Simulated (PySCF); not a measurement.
## Correlation energy of N³⁺ (nitrogen, charge +3)

[He] 2s2, closed-shell 1S. Calculation: PySCF 2.14, in def2-QZVPPD (8s4p4d2f1g, 63 functions); the non-relativistic Hamiltonian (point nucleus). Frozen: nothing; 4 electrons correlated.

MP2 pair energies summed by pair of shells (mhartree):

```
 pair  energy  share (%)
2s-2s  -51.94       72.9
1s-1s  -14.01       19.7
1s-2s   -5.34        7.5
```

Total MP2 correlation energy: -71.30 mhartree.

Same-spin part -0.90 and opposite-spin part -70.40 mhartree; SCS-MP2 scales them by 1/3 and 6/5 to -84.78 mhartree.

MP2 falls well short for the outer s pair, which is nearly degenerate with np².

This basis was not built for core-valence correlation, so the inner-shell part is incomplete.
